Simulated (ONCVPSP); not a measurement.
# hydrogen (H): ONCV pseudisation with PBEsol, fully relativistic reference atom.

ONCVPSP 4.0.1 input, shortened (lines: element, Z, core and valence counts, functional; n l f; lmax; l rc ep ncon nbas qcut; lloc lpopt rc5 dvloc0; l nproj debl; icmod fcfact rcfact), PBEsol, fully relativistic:

```
  H 1.00    0    1  -116133      upf
    1    0    0.50
    1
    0    1.16    0.00    4    7   10.00
    1    1.40    0.04    4    7    5.70
    4    5    1.16   -1.00
    0    2    2.60
    1    3    2.10
    0    0.00    0.00
```

Open shells are filled in proportion to 2j + 1.

All-electron outer shells of the reference configuration (PBEsol, scalar-relativistic, ld1.x):

```
shell  level (eV)  outermost node (bohr)  outermost maximum (bohr)
   1s      -12.42                      –                      0.95
```

Question: Estimate the cutoffs (Ha) at which the residual kinetic energy of the hardest occupied pseudo-wave falls to 1 and 0.1 mHa per electron.

Answer: 20 Ha and 30 Ha.

Question: What does a ghost test show?

Answer: No bound ghost flagged; no localised positive-energy state flagged.
